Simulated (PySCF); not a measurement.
An unknown is described by computed data only.

Formula: C6H7BN2.

- Triplet: lowest triplet excitation (Tamm–Dancoff): 3.84 eV [TDA wB97X-D/def2-SVPD]
- NMR, other nuclei: isotropic shieldings of nuclei other than C and H, by class: 77 (1 B), 174 (1 N), 185 (1 N) ppm [GIAO B97-2/pcSseg-1]
- 13C NMR: chemical shifts (computed TMS as zero) by class: 79.5 (1 C), 71.1 (1 C), 70.0 (1 C), 69.4 (1 C), 54.6 (1 C), 48.5 (1 C) ppm [GIAO B97-2/pcSseg-1]
- Couplings: largest of the computed one-bond spin–spin couplings (means over like bonds): 13C–1H +281.8, 11B–1H +155.1, 13C–1H +149.8, 13C–1H +147.4, 13C–1H +146.0, 15N–1H -95.2, 15N–1H -94.6, 15N–11B -31.8 Hz [B3LYP/pcJ-1, spin–dipole term left out for some pairs]
- Rotational structure: rotational constants A, B, C: 5.215, 0.711, 0.681 GHz [PBE0-D3(BJ)/def2-SVP]
- UV, strongest line: among the 10 lowest singlet transitions: S7 at 6.90 eV (180 nm, f = 0.103) [TDDFT wB97X-D/def2-SVPD]
- 1H NMR: chemical shifts (computed TMS as zero) by class: 4.50 (1 H), 4.13 (1 H), 3.73 (1 H), 3.51 (1 H), 2.42 (1 H), 2.17 (1 H), 1.83 (1 H) ppm [GIAO B97-2/pcSseg-1]

Gas-phase values; electronic properties from PySCF, density fitting. Levels stand in brackets. Geometry: PBE0-D3(BJ)/def2-SVP; no solvent, vibrations or thermal averaging. NMR values are class means; diastereotopic atoms form classes of their own.

Problem. Give a SMILES that accounts for the data.

Solution. Numbering: `[CH:1]#[C:2][C:3]#[C:4][C@H:5]1[CH2:6][NH:7][BH:8][NH:9]1`. 6 carbons fall into 6 classes; from least to most shielded: alkyne carbon [C4] (79.5 ppm), alkyne carbon [C3] (71.1 ppm), terminal alkyne carbon [C1] (70.0 ppm), alkyne carbon [C2] (69.4 ppm), ring sp3 carbon bound to nitrogen [C6] (54.6 ppm), ring sp3 carbon bound to nitrogen [C5] (48.5 ppm). Hydrogen classes from least to most shielded: 1 H on an sp3 carbon bound to nitrogen, C5 (4.50 ppm), 1 H on a three-coordinate boron, B8 (4.13 ppm), 1 H on an sp3 carbon bound to nitrogen, C6 (3.73 ppm), 1 H on an sp3 carbon bound to nitrogen, C6 (3.51 ppm), 1 H on a boron-bound nitrogen, N9 (2.42 ppm), 1 H on a boron-bound nitrogen, N7 (2.17 ppm), 1 H on a terminal alkyne carbon, C1 (1.83 ppm). The other shieldings belong to: 77 ppm, three-coordinate boron [B8]; 174 ppm, boron-bound nitrogen [N9]; 185 ppm, boron-bound nitrogen [N7]. The couplings run between: +281.8 Hz, terminal alkyne carbon [C1] and its hydrogen; +155.1 Hz, three-coordinate boron [B8] and its hydrogen; +149.8 Hz, sp3 carbon bound to nitrogen [C5] and its hydrogen; +147.4 Hz, sp3 carbon bound to nitrogen [C6] and its hydrogen; +146.0 Hz, sp3 carbon bound to nitrogen [C6] and its hydrogen; -95.2 Hz, boron-bound nitrogen [N9] and its hydrogen; -94.6 Hz, boron-bound nitrogen [N7] and its hydrogen; -31.8 Hz, boron-bound nitrogen [N7] and three-coordinate boron [B8]. The optimised geometry has point group C1 and is an asymmetric top. Structure: `C#CC#C[C@H]1CNBN1`. Computed isomers that give other values at the same levels: `[BH3-][n+]1ccccc1C#N` (rotational constant A: 2.834 GHz; this holds for the one conformer computed); `N#C[BH2-][n+]1ccccc1` (rotational constant A: 4.257 GHz; this holds for the one conformer computed); `CC#C[BH2-][N+]#CCC#N` (13C chemical shifts (computed TMS as zero) by class: 108.2 (1 C), 106.7 (1 C), 96.4 (1 C), 87.6 (1 C), 8.9 (1 C), 6.6 (1 C) ppm). The assignments are read from this structure; whether some other isomer fits the data as well wasn't checked. The mirror image fits equally.
